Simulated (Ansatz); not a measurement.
Relaxation of C2H6AlFS (11 atoms, charge 0, multiplicity 1), to a largest force component of 0.02 eV/Å in at most 50 steps.

Theory: RKS LDA/def2-SVP in Ansatz 0.2.0.

```xyz
11
Properties=species:S:1:pos:R:3
C -1.542 -1.216 0.930
S -1.414 0.623 1.138
Al 0.741 0.677 0.493
C 1.316 0.902 -1.419
F 0.742 2.086 -1.896
H -2.628 -1.448 1.175
H -1.366 -1.447 -0.135
H -0.851 -1.695 1.582
H 1.932 0.521 1.639
H 2.347 0.882 -1.509
H 0.789 0.057 -1.976
```

Q: Where does it end, and by what steps?

A: The run converged. The force dipped under the threshold on the way, but the program's further checks kept it going. After 39 steps the energy has fallen by 0.898 eV; F5 moved furthest, 2.13 Å.

| step | energy less start (eV) | largest force component (eV/Å) | accepted |
| --- | --- | --- | --- |
| 0 | 0.0000 | 4.605 | yes |
| 2 | -0.3421 | 0.154 | yes |
| 4 | -0.3644 | 0.217 | yes |
| 6 | -0.3908 | 0.379 | yes |
| 8 | -0.4324 | 0.529 | yes |
| 10 | -0.5080 | 0.233 | yes |
| 12 | -0.5391 | 0.194 | yes |
| 14 | -0.5408 | 0.246 | no |
| 16 | -0.5466 | 0.108 | yes |
| 18 | -0.5843 | 0.335 | yes |
| 20 | -0.7023 | 0.389 | yes |
| 22 | -0.8280 | 0.441 | yes |
| 24 | -0.8790 | 0.286 | yes |
| 26 | -0.8925 | 0.065 | yes |
| 28 | -0.8943 | 0.151 | yes |
| 30 | -0.8959 | 0.060 | yes |
| 32 | -0.8968 | 0.058 | yes |
| 34 | -0.8974 | 0.050 | yes |
| 36 | -0.8976 | 0.006 | yes |
| 38 | -0.8977 | 0.032 | yes |
| 39 | -0.8978 | 0.012 | yes |

```xyz
11
Properties=species:S:1:pos:R:3
C -1.679 -0.854 0.578
S -0.585 -0.267 1.919
Al 1.089 0.560 0.829
C 1.172 0.570 -1.149
F 0.071 0.069 -1.813
H -2.662 -0.351 0.678
H -1.256 -0.641 -0.426
H -1.825 -1.947 0.693
H 2.297 1.176 1.675
H 1.358 1.621 -1.491
H 2.084 0.005 -1.472
```

Time of the run: 48 s on 2 threads of Arm Neoverse V2, with other jobs on the host, peak memory 0.15 GiB.
